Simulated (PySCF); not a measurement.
Field gradients at the hydrogen positions

Species: 1-phenyl-1-propyne, C9H8.
Structure used (PBE0-D3(BJ)/def2-SVP), in Å, numbered top down from 1:
```
atom  x, y, z in Å
C1     3.777   -0.832   -0.123
C2     2.364   -0.530    0.018
C3     1.181   -0.279    0.139
C4    -0.210    0.016    0.281
C5    -0.676    1.336    0.149
C6    -2.030    1.621    0.288
C7    -2.940    0.600    0.560
C8    -2.488   -0.713    0.692
C9    -1.136   -1.007    0.555
H10    4.260   -0.950    0.860
H11    4.304   -0.027   -0.660
H12    3.931   -1.767   -0.684
H13    0.039    2.133   -0.064
H14   -2.379    2.651    0.183
H15   -4.003    0.827    0.668
H16   -3.197   -1.518    0.905
H17   -0.778   -2.033    0.658
```

Level: PBE0/pcSseg-1 (PySCF, non-relativistic); Q(2H) = 0.00286 b; rigid geometry, the same for H and D, with no vibrational averaging.

**Question.** What are Vzz, η and χzz (234.96 MHz × Q × Vzz) at all hydrogens?

**Answer.** 
| atom | bonded to | bond length (Å) | Vzz (au) | η | χzz (kHz) |
| --- | --- | --- | --- | --- | --- |
| H10 | C1 | 1.102 | 0.2875 | 0.03 | 193 |
| H11 | C1 | 1.101 | 0.2886 | 0.03 | 194 |
| H12 | C1 | 1.101 | 0.2882 | 0.03 | 194 |
| H13 | C5 | 1.092 | 0.3033 | 0.07 | 204 |
| H14 | C6 | 1.093 | 0.3037 | 0.07 | 204 |
| H15 | C7 | 1.092 | 0.3045 | 0.07 | 205 |
| H16 | C8 | 1.093 | 0.3037 | 0.07 | 204 |
| H17 | C9 | 1.092 | 0.3033 | 0.07 | 204 |

**Question.** Give the 2H NMR doublet splittings at H15 for a magnetic field along the z, y and x axes of the gradient: 3χ/2, 3χ(1 + η)/4, 3χ(1 − η)/4.

**Answer.** With |χ| = 204.6 kHz and η = 0.066: 307, 164 and 143 kHz, to first order and without motion.

Isolated species at its PBE0-D3(BJ)/def2-SVP geometry, gas phase. With so small a basis the couplings can be 20 % off.

The run behind these numbers computed NMR shieldings as well. Time: 24 s. Hardware: one thread, Arm Neoverse V1, on a shared host.
